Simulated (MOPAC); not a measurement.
MOPAC input (PM3):

```
PM3 1SCF CHARGE=-1 GEO-OK AUX(PRECISION=9) THREADS=1
C2H8ClSi2

C    -2.12108100 1    1.55816400 1    0.28338100 1
Si   -0.92849400 1    0.50639400 1    1.03782200 1
C    -1.41965000 1   -1.32642800 1    1.16750300 1
Si    1.30483300 1    0.25142700 1    0.09207600 1
Cl    1.24761000 1   -0.75670500 1   -1.80771600 1
H    -2.51100400 1    1.28901200 1   -0.69752200 1
H    -2.02800300 1    2.63437100 1    0.41949300 1
H    -0.50138700 1    0.97180200 1    2.40568400 1
H    -1.57782000 1   -1.73759200 1    0.16700600 1
H    -0.64562800 1   -1.92513200 1    1.65613300 1
H    -2.35378500 1   -1.42547500 1    1.72622700 1
H     1.96411000 1    1.55123700 1   -0.25728300 1
H     2.41977500 1   -0.49414600 1    0.78756300 1
```

Output:

```
 *******************************************************************************
 **                                                                           **
 **                              MOPAC v23.2.5                                **
 **                                                                           **
 *******************************************************************************
 ** MOPAC's Digital Object Identifier: https://doi.org/10.5281/zenodo.6511958 **
 **                                                                           **
 ** Please cite the open-source release paper for use of this MOPAC version:  **
 ** J. E. Moussa and J. J. P. Stewart (2026)                                  **
 ** MOPAC: An open-source semiempirical molecular orbital program             **
 ** J. Open Source Softw., 11(119), 8025, https://doi.org/10.21105/joss.08025 **
 *******************************************************************************

                              PM3 CALCULATION RESULTS

 *******************************************************************************
 *  PM3        - The PM3 Hamiltonian to be used
 *  GEO-OK     - OVERRIDE INTERATOMIC DISTANCE AND OTHER SAFETY CHECKS
 *
 *
 *
 *                 CHARGE ON SYSTEM = -1
 *
 *
 *
 *  1SCF       - DO 1 SCF AND THEN STOP
 *  AUX        - OUTPUT AUXILIARY INFORMATION
 *******************************************************************************
PM3 1SCF CHARGE=-1 GEO-OK AUX(PRECISION=9) THREADS=1
 C2H8ClSi2

   ATOM   CHEMICAL          X               Y               Z
  NUMBER   SYMBOL      (ANGSTROMS)     (ANGSTROMS)     (ANGSTROMS)

     1       C         -2.12108100  *   1.55816400  *   0.28338100  *
     2      Si         -0.92849400  *   0.50639400  *   1.03782200  *
     3       C         -1.41965000  *  -1.32642800  *   1.16750300  *
     4      Si          1.30483300  *   0.25142700  *   0.09207600  *
     5      Cl          1.24761000  *  -0.75670500  *  -1.80771600  *
     6       H         -2.51100400  *   1.28901200  *  -0.69752200  *
     7       H         -2.02800300  *   2.63437100  *   0.41949300  *
     8       H         -0.50138700  *   0.97180200  *   2.40568400  *
     9       H         -1.57782000  *  -1.73759200  *   0.16700600  *
    10       H         -0.64562800  *  -1.92513200  *   1.65613300  *
    11       H         -2.35378500  *  -1.42547500  *   1.72622700  *
    12       H          1.96411000  *   1.55123700  *  -0.25728300  *
    13       H          2.41977500  *  -0.49414600  *   0.78756300  *

          CARTESIAN COORDINATES

    NO.       ATOM           X           Y           Z

     1         C         -2.1211      1.5582      0.2834
     2        Si         -0.9285      0.5064      1.0378
     3         C         -1.4197     -1.3264      1.1675
     4        Si          1.3048      0.2514      0.0921
     5        Cl          1.2476     -0.7567     -1.8077
     6         H         -2.5110      1.2890     -0.6975
     7         H         -2.0280      2.6344      0.4195
     8         H         -0.5014      0.9718      2.4057
     9         H         -1.5778     -1.7376      0.1670
    10         H         -0.6456     -1.9251      1.6561
    11         H         -2.3538     -1.4255      1.7262
    12         H          1.9641      1.5512     -0.2573
    13         H          2.4198     -0.4941      0.7876

  H: (PM3): J. J. P. STEWART, J. COMP. CHEM. 10, 209 (1989).
  C: (PM3): J. J. P. STEWART, J. COMP. CHEM. 10, 209 (1989).
 Si: (PM3): J. J. P. STEWART, J. COMP. CHEM. 10, 209 (1989).
 Cl: (PM3): J. J. P. STEWART, J. COMP. CHEM. 10, 209 (1989).

           Empirical Formula: C2 H8 Si2 Cl  =    13 atoms

      MOLECULAR POINT GROUP   :   C1

      RHF CALCULATION, NO. OF DOUBLY OCCUPIED LEVELS = 16

 -------------------------------------------------------------------------------
 PM3 1SCF CHARGE=-1 GEO-OK AUX(PRECISION=9) THREADS=1
 C2H8ClSi2

     1SCF WAS SPECIFIED, SO BFGS WAS NOT USED
     SCF FIELD WAS ACHIEVED

                              PM3 CALCULATION
                                                       MOPAC v23.2.5 Linux

          FINAL HEAT OF FORMATION =        -52.35252 KCAL/MOL =    -219.04295 KJ/MOL

          COSMO AREA              =        162.96 SQUARE ANGSTROMS
          COSMO VOLUME            =        165.69 CUBIC ANGSTROMS

          IONIZATION POTENTIAL    =          2.457423 EV
          HOMO LUMO ENERGIES (EV) =         -2.457  3.444
          NO. OF FILLED LEVELS    =         16
          MOLECULAR WEIGHT        =        123.7092         POINT GROUP:  C1

          MOLECULAR DIMENSIONS (Angstroms)

            Atom       Atom       Distance
            H    12    H    11     5.60708
            H     7    H    13     5.19959
           Cl     5    H     8     4.17640

          SCF CALCULATIONS        =          1

   ATOM   CHEMICAL          X               Y               Z
  NUMBER   SYMBOL      (ANGSTROMS)     (ANGSTROMS)     (ANGSTROMS)

     1       C         -2.12108100  *   1.55816400  *   0.28338100  *
     2      Si         -0.92849400  *   0.50639400  *   1.03782200  *
     3       C         -1.41965000  *  -1.32642800  *   1.16750300  *
     4      Si          1.30483300  *   0.25142700  *   0.09207600  *
     5      Cl          1.24761000  *  -0.75670500  *  -1.80771600  *
     6       H         -2.51100400  *   1.28901200  *  -0.69752200  *
     7       H         -2.02800300  *   2.63437100  *   0.41949300  *
     8       H         -0.50138700  *   0.97180200  *   2.40568400  *
     9       H         -1.57782000  *  -1.73759200  *   0.16700600  *
    10       H         -0.64562800  *  -1.92513200  *   1.65613300  *
    11       H         -2.35378500  *  -1.42547500  *   1.72622700  *
    12       H          1.96411000  *   1.55123700  *  -0.25728300  *
    13       H          2.41977500  *  -0.49414600  *   0.78756300  *

                             CARTESIAN COORDINATES

   1    C       -2.121081000     1.558164000     0.283381000
   2   Si       -0.928494000     0.506394000     1.037822000
   3    C       -1.419650000    -1.326428000     1.167503000
   4   Si        1.304833000     0.251427000     0.092076000
   5   Cl        1.247610000    -0.756705000    -1.807716000
   6    H       -2.511004000     1.289012000    -0.697522000
   7    H       -2.028003000     2.634371000     0.419493000
   8    H       -0.501387000     0.971802000     2.405684000
   9    H       -1.577820000    -1.737592000     0.167006000
  10    H       -0.645628000    -1.925132000     1.656133000
  11    H       -2.353785000    -1.425475000     1.726227000
  12    H        1.964110000     1.551237000    -0.257283000
  13    H        2.419775000    -0.494146000     0.787563000

           Empirical Formula: C2 H8 Si2 Cl  =    13 atoms

      MOLECULAR POINT GROUP   :   C1

                  EIGENVALUES
 -50.50642 -25.05132 -21.71926 -11.57604 -10.75520 -10.02218  -9.67543  -9.15577
  -8.09325  -7.80987  -7.10097  -6.74936  -6.41689  -5.90429  -5.09832  -2.45742
   3.44450   4.36526   5.21951   5.64444   5.97032   6.09159   6.45919   8.25153
   8.55235   8.61104   9.31955   9.66621

              NET ATOMIC CHARGES AND DIPOLE CONTRIBUTIONS

  ATOM NO.   TYPE          CHARGE      No. of ELECS.   s-Pop       p-Pop
    1          C          -0.486627        4.4866     1.25949     3.22714
    2         Si           0.169847        3.8302     1.08585     2.74430
    3          C          -0.186431        4.1864     1.14753     3.03890
    4         Si           0.024045        3.9760     1.34863     2.62732
    5         Cl          -0.391964        7.3920     1.97206     5.41991
    6          H           0.061402        0.9386     0.93860
    7          H           0.053793        0.9462     0.94621
    8          H          -0.058044        1.0580     1.05804
    9          H           0.048088        0.9519     0.95191
   10          H           0.041197        0.9588     0.95880
   11          H           0.028944        0.9711     0.97106
   12          H          -0.148124        1.1481     1.14812
   13          H          -0.156124        1.1561     1.15612
 DIPOLE           X         Y         Z       TOTAL
 POINT-CHG.    -1.611    -1.584     1.647     2.796
 HYBRID         2.357    -0.058    -1.235     2.661
 SUM            0.746    -1.642     0.412     1.850

          ATOMIC ORBITAL ELECTRON POPULATIONS

     Atom    s        px        py        pz
    1  C   1.25949   1.06220   1.02560   1.13934
    2 Si   1.08585   0.87820   0.89478   0.97132
    3  C   1.14753   0.99174   1.03330   1.01386
    4 Si   1.34863   1.08497   0.81591   0.72644
    5 Cl   1.97206   1.98845   1.86495   1.56651
    6  H   0.93860
    7  H   0.94621
    8  H   1.05804
    9  H   0.95191
   10  H   0.95880
   11  H   0.97106
   12  H   1.14812
   13  H   1.15612

 **********************
 *                    *
 * JOB ENDED NORMALLY *
 *                    *
 **********************

 == MOPAC DONE ==
```

The dipole moment of an ion depends on the origin.

The geometry given is a B3LYP-D3(BJ)/def2-TZVP minimum.
